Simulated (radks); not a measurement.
Charge is removed step by step from the 5s down level of neutral neodymium, starting from [Kr] 4d10 4f4 5s(up 1, down 1) 5p6 6s2. All-electron calculation, scalar-relativistic Kohn-Sham, PBE, spin-polarised, spherical densities, point nucleus; open shells are filled with parallel spins first (spin-orbit coupling, left out, can overturn this in heavy ions). Program: a radial shooting solver on a logarithmic mesh with Libxc functionals.

\begin{tabular}{lrrr}
removed (e) & E - E(0) (eV) & eigenvalue (eV) & E minus straight line (eV) \\ \hline
0 & 0.000 & -39.257 & 0.000 \\
0.125 & 4.978 & -40.444 & -0.555 \\
0.25 & 10.106 & -41.670 & -0.959 \\
0.375 & 15.391 & -42.929 & -1.208 \\
0.5 & 20.834 & -44.217 & -1.297 \\
0.625 & 26.440 & -45.530 & -1.224 \\
0.75 & 32.211 & -46.866 & -0.985 \\
0.875 & 38.151 & -48.223 & -0.578 \\
1 & 44.262 & -49.598 & 0.000 \\
\end{tabular}

Removing the whole electron costs 44.262 eV by Delta-SCF, against 39.257 eV from minus the eigenvalue at the starting occupation. Slater's transition state (half an electron removed) gives 44.217 eV. Integrating minus the eigenvalue over the occupation (Janak's theorem) gives 44.286 eV. In this scalar-relativistic scheme the density is built from large components alone, so the theorem holds only approximately. The mean slope of the eigenvalue, de/dn, is 10.3 eV per electron.
